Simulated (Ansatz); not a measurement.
Reaction (redistribution): `OB[SiH2][SiH2]F` + `CBCF` → `F[SiH2][SiH2]F` + `CBCBO`

Program: Ansatz. Geometries: PBE0-D4/def2-TZVP. ΔE: electronic, gas phase. CBS: MP2 limit from def2 TZ/QZ plus the TZ coupled-cluster correction, frozen cores. This one scheme is used for every species. Functionals use def2-TZVPP. B3LYP here is the variant with VWN-RPA as its local correlation; programs differ in this. One conformer a species, not always the lowest.

`OB[SiH2][SiH2]F`:

Cartesian coordinates in Å:
```
O 0.478 -1.007 1.966
B -0.657 -1.165 1.264
Si -1.065 -0.085 -0.426
Si 0.921 0.979 -1.076
F 1.861 0.921 0.256
H 1.095 -0.361 1.600
H -1.438 -1.970 1.692
H -1.569 -0.933 -1.543
H -2.102 0.949 -0.141
H 1.667 0.260 -2.142
H 0.810 2.412 -1.449
```

`CBCF`:

```xyz
10

C     0.252   -0.326    1.309
B     0.226    0.560    0.029
C    -0.372    0.003   -1.296
F    -0.348    0.869   -2.378
H    -0.285    0.186    2.117
H    -0.163   -1.330    1.198
H     1.282   -0.412    1.674
H     0.664    1.675    0.059
H    -1.416   -0.305   -1.128
H     0.159   -0.918   -1.583
```

`F[SiH2][SiH2]F`:

```xyz
8

F    -0.235    0.854   -2.083
Si   -0.069    1.065   -0.498
Si    0.069   -1.064    0.498
F     0.234   -0.854    2.083
H     1.162    1.863   -0.265
H    -1.246    1.826   -0.007
H    -1.161   -1.863    0.263
H     1.247   -1.826    0.009
```

`CBCBO`:

Z-matrix (Å, degrees):
```
C
B 1 1.559
H 1 1.095 2 112.2
H 1 1.092 2 115.4 3 -126.3
H 1 1.100 2 107.0 3 114.3
C 2 1.555 1 123.6 3 135.8
H 2 1.203 1 118.2 3 -43.6
B 6 1.573 2 107.9 1 -107.6
H 6 1.098 2 108.4 1 139.7
H 6 1.095 2 113.2 1 16.8
O 8 1.355 6 123.0 2 107.7
H 8 1.198 6 121.6 2 -71.1
H 11 0.962 8 113.3 6 0.9
```

```tsv
level	ΔE (kcal/mol)
B3LYP-D4	-56.0
MP2/def2-TZVPP	-62.4
```

Task: What does CCSD(T)/CBS give? (An estimate is asked.)

Result: The calculation gave: -59.3 kcal/mol. The listed levels differ from it by 3.3, -3.1 kcal/mol.

Largest T1 diagnostic among the species: 0.014.

From PBE to PBE0 (25 % exact exchange), in def2-TZVPP and without D4, ΔE moves by −2.4 kcal/mol.
